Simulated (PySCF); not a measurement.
B(GeH3)(OH)2 (BGeH5O2), SMILES O[B](O)[GeH3]. Atoms are numbered in the order given.

```xyz
9

B     -1.0146     0.1147     0.3641
Ge     0.9399    -0.1020    -0.3355
H      1.1363    -1.4538    -1.0486
H      1.3081     0.9975    -1.3514
H      1.9657    -0.0467     0.8139
O     -1.3768    -0.2696     1.6186
H     -0.6474    -0.6159     2.1406
O     -2.0054     0.6324    -0.4127
H     -1.7083     0.9056    -1.2852
```
Charge 0, spin multiplicity 1.

The structure is a stationary point at ωB97X-D3(BJ)/def2-SVP. The structure was generated by enumeration, and PubChem lists no compound with its InChIKey, so it may never have been made. One conformer was computed; it need not be the lowest.

Two levels are set side by side: PBE/pcSseg-1 (PySCF) and PBE0/pcSseg-1 (PySCF). GIAO shifts against BF3 (¹¹B), GeH4 (⁷³Ge), H2O (¹⁷O), TMS (¹H) at the same level; non-relativistic, no solvent, atoms listed together averaged. Differences are taken from unrounded values.

```csv
quantity,PBE
δ(¹¹B) of B1 (ppm),19.8
δ(⁷³Ge) of Ge2 (ppm),-45.6
"δ(¹⁷O) of O6, O8 (ppm)",191.5
"δ(¹H) of H7, H9 (ppm)",4.83
```

These are the PBE values. What does PBE0 give? (Estimate from the structure and the level; the computed values follow.)


| quantity | PBE0 | PBE minus PBE0 |
|---|---|---|
| δ(¹¹B) of B1 (ppm) | 20.9 | -1.1 |
| δ(⁷³Ge) of Ge2 (ppm) | -42.8 | -2.8 |
| δ(¹⁷O) of O6, O8 (ppm) | 179.8 | 11.7 |
| δ(¹H) of H7, H9 (ppm) | 4.78 | 0.05 |

Rough cost on one machine, each run with all the roots and properties that it gave: PBE0 against PBE within a factor of 2.
